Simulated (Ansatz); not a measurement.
`C[SiH2][SiH2]F` + `C=N[SiH](O)Br` → `C[SiH2][SiH2]Br` + `C=N[SiH](O)F`  (redistribution)

Calculated with Ansatz (gas phase, PBE0-D4/def2-TZVP geometries, no zero-point term in ΔE). CCSD(T)/CBS is the MP2 limit (def2-TZVPP, def2-QZVPP) plus CCSD(T) − MP2 in def2-TZVPP, frozen cores. DFT in def2-TZVPP. B3LYP here is the variant with VWN-RPA as its local correlation; programs differ in this. For Br outer-core shells are correlated without core-valence functions, which leaves a few kJ/mol of doubt a bond. Scalar relativity is left out up to krypton. One conformer a species, not always the lowest.

(1) Is it downhill or uphill in electronic energy at CCSD(T)/CBS, and by how much? (Best estimate.)

(2) What do these levels give: PBE0-D4, ωB97M-V, B2PLYP, PBE, r2SCAN, B3LYP, MP2/def2-TZVPP, SCS-MP2/def2-TZVPP, CCSD/def2-TZVPP, CCSD(T)/def2-TZVPP, HF/CBS(def2), CCSD/CBS(def2)? (Best estimate.)

Largest T1 diagnostic among the species: 0.013.

Results:

(1) Computed: Downhill: ΔE = -28.2 kJ/mol.

(2) Ansatz gave: PBE0-D4 -27.5, ωB97M-V -27.9, B2PLYP -26.1, PBE -23.9, r2SCAN -27.1, B3LYP -24.9, MP2/def2-TZVPP -27.4, SCS-MP2/def2-TZVPP -26.6, CCSD/def2-TZVPP -28.9, CCSD(T)/def2-TZVPP -28.4, HF/CBS(def2) -29.6, CCSD/CBS(def2) -28.7 kJ/mol.

From PBE to PBE0 (25 % exact exchange), in def2-TZVPP and without D4, ΔE moves by −3.2 kJ/mol.
